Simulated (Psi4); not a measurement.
Psi4 input (wB97X-D/6-31G*):

```
memory 1500 MB

molecule {
1 1
C    -1.35905626    0.01835902    0.03901895
C    -0.71624194   -1.31982445   -0.17718476
C     0.60377648   -1.38249636   -0.10242708
C     1.34163003   -0.10986432    0.19196913
S     0.05325124    1.20711868    0.07169583
H    -2.04284101    0.33802487   -0.74704930
H    -1.86833395    0.10910994    1.00046800
H    -1.35345050   -2.17845589   -0.34269438
H     1.17161817   -2.29834124   -0.19969010
H     1.74563607   -0.06247434    1.20514092
H     2.13672810    0.13958705   -0.51034435
H     0.13797339    1.40160746   -1.26122153
symmetry c1
no_reorient
no_com
}

set {
  basis 6-31G*
  reference rks
  scf_type pk
  dft_radial_points 99
  dft_spherical_points 590
  e_convergence 1e-8
  d_convergence 1e-7
  maxiter 150
}

e = energy('wb97x-d')
print_out(f'\nFINAL {e:.10f} DIPOLE {variable("CURRENT DIPOLE")[0]:.6f} {variable("CURRENT DIPOLE")[1]:.6f} {variable("CURRENT DIPOLE")[2]:.6f}\n')
```

Output:

```
   => Loading Basis Set <=

    Name: 6-31G*
    Role: ORBITAL
    Keyword: BASIS
    atoms 1-4  entry C          line   111 file 6-31gs.gbs
    atoms 5    entry S          line   316 file 6-31gs.gbs
    atoms 6-12 entry H          line    44 file 6-31gs.gbs

   => WB97X-D: Empirical Dispersion <=

    Chai and Head-Gordon Dispersion Correction
    Chai, J.-D.; Head-Gordon, M. (2010), J. Chem. Phys., 132: 6615-6620

        s6 =       1.000000

         ---------------------------------------------------------
                                   SCF
               by Justin Turney, Rob Parrish, Andy Simmonett
                          and Daniel G. A. Smith
                              RKS Reference
         ---------------------------------------------------------

  ==> Geometry <==

    Molecular point group: c1
    Full point group: C1

    Geometry (in Angstrom), charge = 1, multiplicity = 1:

       Center              X                  Y                   Z               Mass
    ------------   -----------------  -----------------  -----------------  -----------------
         C           -1.359056260000     0.018359020000     0.039018950000    12.000000000000
         C           -0.716241940000    -1.319824450000    -0.177184760000    12.000000000000
         C            0.603776480000    -1.382496360000    -0.102427080000    12.000000000000
         C            1.341630030000    -0.109864320000     0.191969130000    12.000000000000
         S            0.053251240000     1.207118680000     0.071695830000    31.972071174400
         H           -2.042841010000     0.338024870000    -0.747049300000     1.007825032230
         H           -1.868333950000     0.109109940000     1.000468000000     1.007825032230
         H           -1.353450500000    -2.178455890000    -0.342694380000     1.007825032230
         H            1.171618170000    -2.298341240000    -0.199690100000     1.007825032230
         H            1.745636070000    -0.062474340000     1.205140920000     1.007825032230
         H            2.136728100000     0.139587050000    -0.510344350000     1.007825032230
         H            0.137973390000     1.401607460000    -1.261221530000     1.007825032230

  Running in c1 symmetry.

  Rotational constants: A =      0.21402  B =      0.15492  C =      0.09552 [cm^-1]
  Rotational constants: A =   6416.10434  B =   4644.27702  C =   2863.76112 [MHz]
  Nuclear repulsion =  227.938182649412909

  Charge       = 1
  Multiplicity = 1
  Electrons    = 46
  Nalpha       = 23
  Nbeta        = 23

  ==> Algorithm <==

  SCF Algorithm Type is PK.
  DIIS enabled.
  MOM disabled.
  Fractional occupation disabled.
  Guess Type is SAD.
  Energy threshold   = 1.00e-08
  Density threshold  = 1.00e-07
  Integral threshold = 1.00e-12

  ==> Primary Basis <==

  Basis Set: 6-31G*
    Blend: 6-31G*
    Number of shells: 46
    Number of basis functions: 93
    Number of Cartesian functions: 93
    Spherical Harmonics?: false
    Max angular momentum: 2

  ==> DFT Potential <==

   => LibXC <=

    Version 7.1.2
    S. Lehtola, C. Steigemann, M. J. T. Oliveira, and M. A. L. Marques,  SoftwareX 7, 1–5 (2018) (10.1016/j.softx.2017.11.002)

   => Composite Functional: WB97X-D <=

    wB97X-D Hyb-GGA Exchange-Correlation Functional

    J.-D. Chai and M. Head-Gordon,  Phys. Chem. Chem. Phys. 10, 6615–6620 (2008) (10.1039/B810189B)

    Deriv               =              1
    GGA                 =           TRUE
    Meta                =          FALSE

    Exchange Hybrid     =           TRUE
    MP2 Hybrid          =          FALSE

   => Exchange-Correlation Functionals <=

    1.0000   wB97X-D range-separated functional

   => Exact (HF) Exchange <=

    0.7780            HF,LR [omega = 0.2000]
    0.2220               HF

   => LibXC Density Thresholds  <==

    XC_HYB_GGA_XC_WB97X_D:  1.00E-14

   => Molecular Quadrature <=

    Radial Scheme          =       TREUTLER
    Pruning Scheme         =           NONE
    Nuclear Scheme         =       TREUTLER

    Blocking Scheme        =         OCTREE
    BS radius alpha        =              1
    Pruning alpha          =              1
    Radial Points          =             99
    Spherical Points       =            590
    Total Points           =         652447
    Total Blocks           =           4646
    Max Points             =            256
    Max Functions          =             92
    Weights Tolerance      =       1.00E-15

  ==> Integral Setup <==

  Using in-core PK algorithm.
   Calculation information:
      Number of atoms:                  12
      Number of AO shells:              46
      Number of primitives:            115
      Number of atomic orbitals:        93
      Number of basis functions:        93

      Integral cutoff                 1.00e-12
      Number of threads:                 1

  Performing in-core PK
  Using 28665018 doubles for integral storage.
  We computed 560693 shell quartets total.
  Whereas there are 584821 unique shell quartets.

  Computing range-separated integrals for PK
  We computed 560693 wK shell quartets total.
  Whereas there are 584821 wK unique shell quartets.

  ==> DiskJK: Disk-Based J/K Matrices <==

    J tasked:                  Yes
    K tasked:                  Yes
    wK tasked:                 Yes
    Omega:               2.000E-01
    Schwarz Cutoff:          1E-12


  Cached 25.0% of DFT collocation blocks in 0.365 [GiB].

  Minimum eigenvalue in the overlap matrix is 2.7330466318E-03.
  Reciprocal condition number of the overlap matrix is 3.6944177922E-04.
    Using symmetric orthogonalization.

  ==> Pre-Iterations <==

  SCF Guess: Superposition of Atomic Densities via on-the-fly atomic UHF (no occupation information).

   -------------------------
    Irrep   Nso     Nmo
   -------------------------
     A         93      93
   -------------------------
    Total      93      93
   -------------------------

  ==> Iterations <==

                        Total Energy        Delta E     RMS |[F,P]|

   @RKS iter SAD:  -554.38817044592258   -5.54388e+02   0.00000e+00
   @RKS iter   1:  -554.34014750708889    4.80229e-02   4.91882e-03 ADIIS/DIIS
   @RKS iter   2:  -554.40180181843675   -6.16543e-02   3.57818e-03 ADIIS/DIIS
   @RKS iter   3:  -554.45977016887844   -5.79684e-02   3.84483e-04 ADIIS/DIIS
   @RKS iter   4:  -554.46051343008048   -7.43261e-04   1.10277e-04 ADIIS/DIIS
   @RKS iter   5:  -554.46057341788844   -5.99878e-05   3.71703e-05 DIIS
   @RKS iter   6:  -554.46058029842584   -6.88054e-06   6.29845e-06 DIIS
   @RKS iter   7:  -554.46058059177938   -2.93354e-07   1.24777e-06 DIIS
   @RKS iter   8:  -554.46058060508290   -1.33035e-08   3.35923e-07 DIIS
   @RKS iter   9:  -554.46058060606481   -9.81913e-10   4.64133e-08 DIIS
  Energy and wave function converged.

  ==> Post-Iterations <==

   Electrons on quadrature grid:
      Ntotal   =   45.9999980068 ; deviation = -1.993e-06

    Orbital Energies [Eh]
    ---------------------

    Doubly Occupied:

       1A    -89.332919     2A    -10.546913     3A    -10.546913
       4A    -10.497539     5A    -10.496564     6A     -8.353441
       7A     -6.301036     8A     -6.300245     9A     -6.295285
      10A     -1.191986    11A     -1.062180    12A     -1.042728
      13A     -0.922265    14A     -0.837838    15A     -0.806385
      16A     -0.774380    17A     -0.720180    18A     -0.701049
      19A     -0.680943    20A     -0.680152    21A     -0.643398
      22A     -0.624831    23A     -0.525513

    Virtual:

      24A     -0.137315    25A     -0.130020    26A     -0.091190
      27A     -0.061364    28A      0.022756    29A      0.037979
      30A      0.039174    31A      0.073410    32A      0.079369
      33A      0.087261    34A      0.099849    35A      0.188366
      36A      0.214815    37A      0.239380    38A      0.256064
      39A      0.330294    40A      0.356998    41A      0.371379
      42A      0.418545    43A      0.420077    44A      0.461702
      45A      0.500913    46A      0.503501    47A      0.512118
      48A      0.545506    49A      0.565920    50A      0.571710
      51A      0.591175    52A      0.710971    53A      0.735782
      54A      0.759831    55A      0.760998    56A      0.767717
      57A      0.769739    58A      0.796124    59A      0.832255
      60A      0.834259    61A      0.848199    62A      0.876977
      63A      0.901287    64A      1.003881    65A      1.005542
      66A      1.179108    67A      1.273456    68A      1.316758
      69A      1.402899    70A      1.460925    71A      1.461493
      72A      1.623621    73A      1.670030    74A      1.718363
      75A      1.835004    76A      1.902262    77A      1.918614
      78A      1.931004    79A      2.020403    80A      2.075275
      81A      2.155645    82A      2.195397    83A      2.226823
      84A      2.349226    85A      2.387728    86A      2.465269
      87A      2.716110    88A      2.831890    89A      3.750560
      90A      4.045692    91A      4.073093    92A      4.220881
      93A      4.345996

    Final Occupation by Irrep:
              A
    DOCC [    23 ]
    NA   [    23 ]
    NB   [    23 ]

  @RKS Final Energy:  -554.46058060606481

   => Energetics <=

    Nuclear Repulsion Energy =            227.9381826494129086
    One-Electron Energy =               -1201.0436102476255655
    Two-Electron Energy =                 453.7738162306916934
    DFT Exchange-Correlation Energy =     -35.1244002398267909
    Empirical Dispersion Energy =          -0.0045689987172421
    VV10 Nonlocal Energy =                  0.0000000000000000
    Total Energy =                       -554.4605806060649229

Computation Completed

Properties will be evaluated at   0.000000,   0.000000,   0.000000 [a0]

Properties computed using the SCF density matrix

 Multipole Moments:

 ------------------------------------------------------------------------------------
     Multipole            Electronic (a.u.)      Nuclear  (a.u.)        Total (a.u.)
 ------------------------------------------------------------------------------------

 L = 1.  Multiply by 2.5417464519 to convert [e a0] to [Debye]
 Dipole X            :          0.0367216           -0.0000001            0.0367216
 Dipole Y            :          0.4000110            0.0000001            0.4000111
 Dipole Z            :         -0.3130606           -0.0000000           -0.3130606
 Magnitude           :                                                    0.5092782

 ------------------------------------------------------------------------------------

FINAL -554.4605806061 DIPOLE 0.036722 0.400011 -0.313061

*** Psi4 exiting successfully. Buy a developer a beer!
```

The dipole moment of an ion depends on the origin.

The geometry given is a B3LYP-D3(BJ)/def2-TZVP minimum.
